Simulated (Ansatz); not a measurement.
Total energies of the cluster B₂As from Ansatz at PBE0-D4/def2-TZVP, gas phase (1 Eh = 27.2114 eV = 2625.5 kJ/mol). The reference geometry is relaxed at PBE-D4/def2-TZVP.

```xyz
3

B    -0.3787   -0.9930   -0.1543
B     0.2791    0.2378   -0.8027
As    0.0996    0.7552    0.9570
```

```tsv
state	geometry	energy (Eh)
charge 0 doublet	reference	-2285.07909
charge 1 singlet	reference	-2284.74214
charge 0 quartet	relaxed at PBE-D4/def2-TZVP	-2285.04090
free B atom (doublet)	–	-24.61828
free As atom (quartet)	–	-2235.53903
```

Q: Work out the vertical ionisation energy to the singlet.

A: E(charge 1 singlet) − E(charge 0 doublet) = -2284.74214 − (-2285.07909) = 0.33695 Eh = 9.17 eV. For comparison, −ε of the highest occupied level of the spin that leaves is 6.91 eV at this level, 2.26 eV less.

Q: Which of the charge 0 states is lowest, and how far above it are the others?

A: The doublet. quartet: -2285.04090 − (-2285.07909) = 0.03819 Eh = 100.3 kJ/mol.

Q: What is the binding energy per atom against free atoms?

A: Atoms: 2 × (-24.61828) + 1 × (-2235.53903) = -2284.77559 Eh. Binding: -2284.77559 − (-2285.07909) = 0.30350 Eh = 8.26 eV, or 2.75 eV for each of 3 atoms (no zero-point energy, no counterpoise term).

The restricted singlet is unstable towards broken spin symmetry in Hartree–Fock (as tested in another run); at PBE0-D4/def2-TZVP this wasn't settled. 

The structure comes from a short search, and lower isomers may exist.
